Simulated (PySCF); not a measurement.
H3BiO, SMILES [OH][BiH2] at its B3LYP/def2-SVP optimised geometry (Å):

```
5

Bi    -0.7807    -1.2572     0.0000
H      1.0449    -1.2572     0.0000
H     -0.7404    -1.4813     1.8113
O     -1.0449     0.8446     0.0000
H     -0.4447     1.2572     0.6382
```

Calculation: B3LYP/def2-TZVP, def2 effective core potentials past Kr in PySCF. The core electrons that the potentials of Bi replace are not part of the density.

Map of the electron localisation function on the plane z = 1.2 Å:

```
|                             |
|                             |
|                             |
|                             |
|            ...              |
|          .:-==-             |
|         .:=*##*-            |
|      ...:=#%%%#+.           |
|     .:::-+%@@%%+.           |
|    .:---=*%@@%#=            |
|    .:-===+#%%#+.            |
|    .:-====+++=.             |
|     .:----:::.              |
|      ..::...                |
|        ....        ..       |
|         ......  ..:-:.      |
|       ..:---::...-=++-.     |
|      .:-==+==-:.:=*##+:     |
|     .:-++***+=::-+#%%#=.    |
|    .:-=+*###*+-::+#%%#=.    |
|    .:-+*##%%#+-::=*%%#-.    |
|    .:-+*#%%%#+-..-+*#+:     |
|    ..:=+##%#*=:..:-==-.     |
|     .:-=+***+-.  ..::.      |
|     ..::-===-.              |
|       ..::::.               |
|         ...                 |
|                             |
|                             |
```
Scale: ten equal steps from 0.000 (start of ' ') to 0.862 (end of '@'), in the order ' .:-=+*#%@'; x runs from -3.50 to 3.50, y from -3.50 (bottom) to 3.50 (top).
